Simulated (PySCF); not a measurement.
PySCF input for CHO3, SMILES C([O-])(=O)O, charge -1, PBE/pcSseg-2. Geometry optimised at PBE-D3(BJ)/def2-SVPD. One conformer was computed; it need not be the lowest.

```python
import numpy as np
from pyscf import gto, scf, dft
from pyscf.prop.nmr import rks as nmr

mol = gto.M(
    atom='''
    O     0.76449930    1.03880815    0.00000000
    C    -0.06656991   -0.15933239    0.00000000
    O    -1.30339595    0.08761503    0.00000000
    O     0.57762198   -1.22475912    0.00000000
    H     0.08961686    1.74268178    0.00000000
    ''',
    basis='pcSseg-2',
    charge=-1,
    spin=0,
    max_memory=1600,
    verbose=3,
)
mf = dft.RKS(mol, xc='pbe')
mf.grids.level = 3
mf.conv_tol = 1e-10
mf.max_cycle = 100
mf.kernel()
n = nmr.NMR(mf)
n.verbose = 2
n.max_cycle_cphf = 60
sigma = n.kernel()
print('atom   isotropic/ppm   span/ppm')
for i, s in enumerate(sigma):
    w = np.linalg.eigvalsh((s + s.T) / 2)
    print(f'{mol.atom_symbol(i):2s}{i + 1:3d} {w.mean():14.3f} {w[2] - w[0]:11.3f}')
```

Output:

```
converged SCF energy = -264.308823469166
atom   isotropic/ppm   span/ppm
O   1        124.432     269.199
C   2         14.060     178.128
O   3         84.017     207.954
O   4         94.657     301.524
H   5         27.731       8.819
```

The calculation finished and met its thresholds.

Cost: around 30 core-seconds (rough).
